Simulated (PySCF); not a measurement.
# Polarisability and C₆ of Os (osmium, neutral)

[Xe] 4f14 5d6 6s2, high-spin 5D determinant. All numbers are calculated (PySCF 2.14, a scalar-relativistic core potential, in aug-cc-pwCVDZ-PP with ECP60MDF (6s6p5d3f, 70 functions)). Coupled (time-dependent) response in atomic units; α is the mean over directions. A double-zeta set is small for polarisabilities.

```tsv
method	mean α (bohr³)	α xx, yy, zz	C₆ (like pair)	S(−4)
LC-wPBE	60.36	58.45, 58.45, 64.20	674.9	1592
HSE06	55.88	55.10, 55.10, 57.45	613.8	1277
```

S(−4) is the Cauchy moment in α(ω) = α(0) + S(−4) ω² + …

Reference α: 57 ± 3 bohr³ (recommended; Schwerdtfeger and Nagle, table of static dipole polarizabilities (2023 update)). Published C₆: 584.0 (Gould and Bucko (2016)).

Spin-orbit coupling is absent.

α(iu) at HSE06:

| u (hartree) | α(iu) (bohr³) |
| --- | --- |
| 0 | 55.88 |
| 0.0500 | 52.93 |
| 0.100 | 46.21 |
| 0.200 | 32.46 |
| 0.300 | 23.28 |
| 0.500 | 14.08 |
| 0.750 | 9.125 |
| 1.00 | 6.556 |
| 1.50 | 3.920 |
| 2.00 | 2.618 |
| 3.00 | 1.402 |
| 5.00 | 0.5867 |

A single London oscillator, α(iu) = α/(1 + u²/ω²), gives C₆ = (3/4) ω α². Matching the computed C₆ needs ω = 4 × 613.8 / (3 × 55.88²) = 0.262 hartree.

The components differ because the open shell of this determinant is not spherical; for a pure term their mean is the scalar polarisability.

Energies and moments cover only the electrons outside the core potential. Spin-orbit coupling, absent here, splits the open shell strongly.
